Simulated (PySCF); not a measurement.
Input file for PySCF: D3(BJ) and D4 dispersion corrections on BH3S (SMILES BS), a point of a torsion scan.

```python
from pyscf import gto
from pyscf.dispersion import dftd3, dftd4

mol = gto.M(
    atom='''
    B    -0.56021100   -0.05121094   -0.00215913
    S     1.07409492   -0.68164108    0.35742008
    H    -1.43428367   -0.79735370   -0.20047969
    H    -0.79405227    1.04874546    0.32297530
    H     1.19850915   -0.09297599    1.54119575
    ''',
    basis='def2-svp',
    charge=0, spin=0, verbose=0, max_memory=1800)
d3, d4 = {}, {}
for xc in ['hf', 'pbe', 'blyp', 'revpbe', 'tpss', 'r2scan', 'b3lyp', 'pbe0', 'bhlyp', 'camb3lyp', 'b2plyp']:
    d3[xc] = float(dftd3.DFTD3Dispersion(mol, xc=xc, version='d3bj', atm=False).get_dispersion()['energy'])
    print(f'D3(BJ) {xc:10s} {d3[xc]:14.8f} Eh')
for xc in ['hf', 'pbe', 'blyp', 'revpbe', 'tpss', 'r2scan', 'b3lyp', 'pbe0', 'bhlyp', 'camb3lyp', 'b2plyp']:
    d4[xc] = float(dftd4.DFTD4Dispersion(mol, xc={'camb3lyp': 'cam-b3lyp'}.get(xc, xc), atm=True).get_dispersion()['energy'])
    print(f'D4     {xc:10s} {d4[xc]:14.8f} Eh')
```

Program output:

```
D3(BJ) hf            -0.02373167 Eh
D3(BJ) pbe           -0.00244230 Eh
D3(BJ) blyp          -0.00540401 Eh
D3(BJ) revpbe        -0.00641000 Eh
D3(BJ) tpss          -0.00307079 Eh
D3(BJ) r2scan        -0.00061123 Eh
D3(BJ) b3lyp         -0.00441568 Eh
D3(BJ) pbe0          -0.00207940 Eh
D3(BJ) bhlyp         -0.00353424 Eh
D3(BJ) camb3lyp      -0.00186108 Eh
D3(BJ) b2plyp        -0.00205339 Eh
D4     hf            -0.00841314 Eh
D4     pbe           -0.00210714 Eh
D4     blyp          -0.00484365 Eh
D4     revpbe        -0.00713516 Eh
D4     tpss          -0.00285850 Eh
D4     r2scan        -0.00046110 Eh
D4     b3lyp         -0.00345272 Eh
D4     pbe0          -0.00173385 Eh
D4     bhlyp         -0.00256860 Eh
D4     camb3lyp      -0.00173747 Eh
D4     b2plyp        -0.00144417 Eh
```

The run finished.

Cost: roughly 0.020 core-seconds.
